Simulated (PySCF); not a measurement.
BF, charge -1, doublet, at a GFN2-xTB geometry (the spin is typed, not shown lowest) (in this run its highest filled SCF level lies above zero, so its values depend strongly on the basis, on diffuse functions most of all). Base run: M062X/6-31G** in PySCF.

The PySCF input:
```python
from pyscf import gto, scf, dft

mol = gto.M(
    atom='''
B    -0.000000   -0.000000   -1.059676
F     0.000000    0.000000    0.588709
''',
    basis='6-31g**',
    charge=-1,
    spin=1,
    verbose=4,
)

mf = dft.UKS(mol)
mf.xc = 'm062x'
mf.kernel()
mf.analyze()
```

Each row names what was changed in the base input (with any setting that the change needs).

| change | ΔE vs base (µEh) | grid points | electrons on the grid | outcome |
|---|---|---|---|---|
| base | 0.0 | 28312 | 15.00000 | converged |
| grids.atom_grid = (150, 974) | -34.9 | 158008 | 15.00000 | converged |
| grids.level = 1 | 44.4 | 10480 | 15.00002 | converged |
| grids.prune = off | -0.3 | 45304 | 15.00000 | converged |
| grids.radi_method = gauss_chebyshev | -15.4 | 27408 | 15.00000 | converged |
| grids.level = 4 | -35.2 | 56944 | 15.00000 | converged |
| grids.radi_method = mura_knowles | -0.9 | 26400 | 15.00000 | converged |
| grids.level = 2 | 6.4 | 22816 | 15.00000 | converged |
| grids.atom_grid = (50, 194) | -88.3 | 13112 | 15.00001 | converged |
| grids.prune = dft.gen_grid.treutler_prune | - | - | - | not converged |
| grids.becke_scheme = stratmann | -18.4 | 28312 | 15.00001 | converged |

Open shells are given as the SCF converged; they aren't shown to be the lowest states, and a large step between rows can be another state.
